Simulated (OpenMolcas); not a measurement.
## Computed transition rates of Se+

- Program: OpenMolcas
- Method: SS-RASPT2, IPEA 0.25 Eh, imaginary shift 0.1 Eh (closed shells correlated: 3d)
- Basis: ANO-RCC-VQZP [7s6p4d2f1g]
- Scalar Hamiltonian: DKH2, point nucleus
- Active space: 5 electrons in 9 orbitals (RAS2 4s 4p; RAS3 4d, at most 2 electrons)
- State averaging: 2S+1 = 4 odd, 1 root; 2S+1 = 2 odd, 8 roots; 2S+1 = 4 even, 3 roots; 2S+1 = 2 even, 8 roots
- Spin-orbit coupling: RASSI with atomic mean-field integrals over the reference wave functions, term energies averaged over their components

Rates come from the transition moments of the reference wave functions (E1 and E2 in the length form). At fixed line strength A goes as λ^-3 for E1 and M1 and as λ^-5 for E2, so a rate at the computed wavelength can be rescaled to the measured one. Measured vacuum wavelengths follow from level energies in NIST Handbook of Basic Atomic Spectroscopic Data. Branching counts decays inside the model space alone, at computed energies, and the table is only a selection of the E2 and M1 lines, drawn from those between levels with measured partners whose computed energy lies within a factor of 1.5 of the measured one.

```json
{"Upper": "4s2 4p3 2D* 5/2", "Lower": "4s2 4p3 2D* 3/2", "Type": "M1", "λ computed (nm)": "21950", "λ measured (nm)": "16230", "A computed (s-1)": "9.81e-04", "A rescaled (s-1)": "2.43e-03", "Branching %": "8.4"}
{"Upper": "4s2 4p3 2P* 1/2", "Lower": "4s2 4p3 2D* 5/2", "Type": "E2", "λ computed (nm)": "1036", "λ measured (nm)": "1081", "A computed (s-1)": "1.09e-01", "A rescaled (s-1)": "8.81e-02", "Branching %": "3.9"}
{"Upper": "4s2 4p3 2P* 1/2", "Lower": "4s2 4p3 2D* 3/2", "Type": "M1", "λ computed (nm)": "989.2", "λ measured (nm)": "1013", "A computed (s-1)": "7.85e-01", "A rescaled (s-1)": "", "Branching %": "28.5"}
{"Upper": "4s2 4p3 2P* 1/2", "Lower": "4s2 4p3 2D* 3/2", "Type": "E2", "λ computed (nm)": "989.2", "λ measured (nm)": "1013", "A computed (s-1)": "1.99e-01", "A rescaled (s-1)": "1.77e-01", "Branching %": "7.2"}
{"Upper": "4s2 4p3 2P* 3/2", "Lower": "4s2 4p3 2D* 5/2", "Type": "M1", "λ computed (nm)": "977.4", "λ measured (nm)": "989.1", "A computed (s-1)": "7.45e-01", "A rescaled (s-1)": "", "Branching %": "11.7"}
{"Upper": "4s2 4p3 2P* 3/2", "Lower": "4s2 4p3 2D* 5/2", "Type": "E2", "λ computed (nm)": "977.4", "λ measured (nm)": "989.1", "A computed (s-1)": "2.42e-01", "A rescaled (s-1)": "2.28e-01", "Branching %": "3.8"}
{"Upper": "4s2 4p3 2P* 3/2", "Lower": "4s2 4p3 2D* 3/2", "Type": "M1", "λ computed (nm)": "935.8", "λ measured (nm)": "932.3", "A computed (s-1)": "1.49e+00", "A rescaled (s-1)": "", "Branching %": "23.4"}
{"Upper": "4s2 4p3 2P* 3/2", "Lower": "4s2 4p3 2D* 3/2", "Type": "E2", "λ computed (nm)": "935.8", "λ measured (nm)": "932.3", "A computed (s-1)": "1.11e-01", "A rescaled (s-1)": "1.13e-01", "Branching %": "1.7"}
{"Upper": "4s2 4p3 2D* 3/2", "Lower": "4s2 4p3 4S* 3/2", "Type": "M1", "λ computed (nm)": "731.8", "λ measured (nm)": "759.4", "A computed (s-1)": "1.79e-01", "A rescaled (s-1)": "", "Branching %": "98.2"}
{"Upper": "4s2 4p3 2D* 3/2", "Lower": "4s2 4p3 4S* 3/2", "Type": "E2", "λ computed (nm)": "731.8", "λ measured (nm)": "759.4", "A computed (s-1)": "3.21e-03", "A rescaled (s-1)": "", "Branching %": "1.8"}
{"Upper": "4s2 4p3 2D* 5/2", "Lower": "4s2 4p3 4S* 3/2", "Type": "E2", "λ computed (nm)": "708.2", "λ measured (nm)": "725.5", "A computed (s-1)": "5.81e-03", "A rescaled (s-1)": "", "Branching %": "49.5"}
{"Upper": "4s2 4p3 2D* 5/2", "Lower": "4s2 4p3 4S* 3/2", "Type": "M1", "λ computed (nm)": "708.2", "λ measured (nm)": "725.5", "A computed (s-1)": "4.94e-03", "A rescaled (s-1)": "", "Branching %": "42.1"}
{"Upper": "4s2 4p3 2P* 1/2", "Lower": "4s2 4p3 4S* 3/2", "Type": "M1", "λ computed (nm)": "420.6", "λ measured (nm)": "434.1", "A computed (s-1)": "1.66e+00", "A rescaled (s-1)": "", "Branching %": "60.3"}
{"Upper": "4s2 4p3 2P* 3/2", "Lower": "4s2 4p3 4S* 3/2", "Type": "M1", "λ computed (nm)": "410.7", "λ measured (nm)": "418.5", "A computed (s-1)": "3.77e+00", "A rescaled (s-1)": "", "Branching %": "59.3"}
```

Spin-changing lines and M1 lines between different terms are not rescaled, since their strength hangs on the term gaps too.

The largest correction is for 4s2 4p3 2D* 5/2 → 4s2 4p3 2D* 3/2 (M1): 9.81e-04 × (21950 / 16230)^3 = 2.43e-03 s-1, a factor of 2.47.

No measured rate stands beside these. Rescaling mends the energy factor alone: line strengths can still be far off where a level mixes with configurations outside the active space, and weak or spin-changing lines hang on small mixing coefficients that depend on the term gaps too, so rescaling need not improve them.

The run also gave levels led by 4s2 4p2 4d, which use shells meant for correlation; these and all levels above them are left out. Measured partners are found by configuration, term and J. A level has none where our copy of the source lacks it or the pairing is in doubt (some pairs that miss far off the trend of their configuration count as doubtful). Only configurations of the active space appear.

* marks odd parity.
